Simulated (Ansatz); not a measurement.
Frontier orbitals of `CC[B@-]1(C)[Br+][B@-](C)(CC)[Br+]1`.

Total charge 0; spin multiplicity 1. Correlated methods include outer-core shells of Br, which these sets cover unevenly. Scalar relativity is left out up to krypton. All single points use the PBE0-D4/def2-TZVP geometry. It is one conformer, not always the lowest. Basis def2-TZVPP, Ansatz.

```json
{"functional": "PBE", "HOMO (eV)": "-6.59", "LUMO (eV)": "-1.44", "gap (eV)": "5.15"}
{"functional": "revPBE", "HOMO (eV)": "-6.53", "LUMO (eV)": "-1.33", "gap (eV)": "5.20"}
{"functional": "r2SCAN", "HOMO (eV)": "-6.88", "LUMO (eV)": "-1.19", "gap (eV)": "5.69"}
{"functional": "PBE0", "HOMO (eV)": "-7.88", "LUMO (eV)": "-0.51", "gap (eV)": "7.37"}
{"functional": "B3LYP", "HOMO (eV)": "-7.67", "LUMO (eV)": "-0.72", "gap (eV)": "6.95"}
{"functional": "HSE06 (plane-wave form)", "HOMO (eV)": "-7.48", "LUMO (eV)": "-0.89", "gap (eV)": "6.59"}
{"functional": "CAM-B3LYP", "HOMO (eV)": "-9.26", "LUMO (eV)": "0.59", "gap (eV)": "9.85"}
{"functional": "ωB97X-V", "HOMO (eV)": "-10.27", "LUMO (eV)": "1.62", "gap (eV)": "11.89"}
{"functional": "ωB97M-V", "HOMO (eV)": "-10.14", "LUMO (eV)": "1.46", "gap (eV)": "11.60"}
{"functional": "HF", "HOMO (eV)": "-10.90", "LUMO (eV)": "3.12", "gap (eV)": "14.02"}
```

From PBE to PBE0 the HOMO moves by −1.29 eV and the LUMO by +0.93 eV, and with ωB97M-V by −3.56 and +2.90 eV, so the gap grows from 5.15 to 11.60 eV with exact exchange. A positive LUMO is unbound and depends on the basis.

B3LYP here is the variant with VWN-RPA as its local correlation; programs differ in this.
